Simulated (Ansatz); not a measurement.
FH6N3Ti, SMILES `[NH2][Ti]([NH2])([NH2])[F]`, relaxed with RKS PBE-D4/def2-SVP in Ansatz from a rough embedded geometry. The force threshold is 0.03 eV/Å; the program also tests the step.

Total charge 0; spin multiplicity 1.

Start:

```xyz
11

N     0.227   -1.192   -1.457
Ti   -0.398   -0.435    0.275
N     1.171   -0.470    1.574
N    -1.066    1.520    0.055
F    -1.859   -1.461    0.964
H    -0.545   -0.997   -2.219
H     1.049   -0.682   -1.777
H     0.908    0.248    2.364
H     1.997   -0.166    1.110
H    -1.328    1.556   -0.980
H    -0.156    2.080    0.092
```

| step | energy (eV) | largest force (eV/Å) | largest move (Å) |
| --- | --- | --- | --- |
| 1 | -30380.9661 | 2.827 | 0.000 |
| 2 | -30381.9686 | 1.582 | 0.194 |
| 3 | -30382.3312 | 0.523 | 0.200 |
| 4 | -30382.4013 | 0.388 | 0.200 |
| 5 | -30382.4576 | 0.944 | 0.196 |
| 6 | -30382.5200 | 0.308 | 0.200 |
| 7 | -30382.5660 | 0.130 | 0.200 |
| 8 | -30382.5917 | 0.224 | 0.200 |
| 9 | -30382.6107 | 0.031 | 0.200 |
| 10 (rejected) | -30382.6105 | 0.024 | 0.100 |
| 11 | -30382.6126 | 0.021 | 0.046 |

End:

```xyz
11

N     0.260   -0.977   -1.448
Ti   -0.391   -0.247    0.163
N     1.025   -0.281    1.408
N    -0.781    1.568   -0.167
F    -1.816   -1.134    0.757
H     0.265   -1.986   -1.642
H     0.482   -0.461   -2.305
H     0.877   -0.209    2.422
H     1.999   -0.532    1.218
H    -1.664    1.884   -0.586
H    -0.255    2.375    0.180
```

Hardware: 4 threads of an Arm Neoverse V1 on a shared host. Wall time 19 s, peak host memory 0.18 GiB.
